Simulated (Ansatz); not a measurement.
Problem. Predict a relaxed structure of AgSe₂ (the lowest doublet isomer of a short search), charge 0, doublet, at B3LYP-D4/def2-TZVP (Ansatz).

Solution. 
| atom | x (Å) | y (Å) | z (Å) |
| --- | --- | --- | --- |
| Ag1 | -0.223 | 0.450 | -1.940 |
| Se2 | 0.354 | 0.489 | 1.810 |
| Se3 | -0.131 | -0.939 | 0.130 |
Point group Cs (tolerance 0.1 Å). The metal has 1 neighbour: Se 2.49 Å. This is one stationary point.

In the def2 sets Ag takes a core potential; there is no spin–orbit coupling. The structure comes from a short search, and lower isomers may exist.
